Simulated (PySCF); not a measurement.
[Yb(H2CO)]2+ relaxed at several levels

Computed with PySCF 2.14.0, PBE0, def2-SVP on the ligands, density fitting, scalar-relativistic core potentials, no spin-orbit coupling, vacuum. Each row is relaxed at its own level from the same template. Distances are means of the shortest metal–ligand contacts, charges and spins Mulliken's; removal energies are rigid, with the ligand's formal charge and no counterpoise, so too large; for an anion taken off a cation in vacuum most of it is the attraction of opposite charges, and multiply charged cations can part far more cheaply with an electron moved from ligand to metal. lcecp potentials hold a fixed number of 4f electrons in the core, out of states, spins and gaps.

```json
{"level": "PBE0", "basis on the metal": "lcecp-0-SVP with ECP60", "point group": "C2v", "M–H2CO (Å)": "2.270", "charge on M (e)": "1.74", "HOMO–LUMO gap (eV)": "–", "removal of one H2CO (eV)": "2.80", "strongest infrared band, degenerate modes summed (cm⁻¹)": "1760", "unstable modes (below −25 cm⁻¹)": "0"}
```

Task: What does the calculation give for PBE0, def2-SVP with ECP28?

Result: point group: C2v, M–H2CO (Å): 2.190, charge on M (e): 1.74, HOMO–LUMO gap (eV): 6.18, removal of one H2CO (eV): 3.01, strongest infrared band, degenerate modes summed (cm⁻¹): 1753, unstable modes (below −25 cm⁻¹): 0.
```xyz
5

Yb    0.0000    0.0000   -0.1710
O     0.0000    0.0000    2.0189
C     0.0000    0.0000    3.2508
H     0.9555    0.0000    3.8109
H    -0.9555    0.0000    3.8109
```

One start shape was tried for each, so a minimum needn't be the lowest isomer.
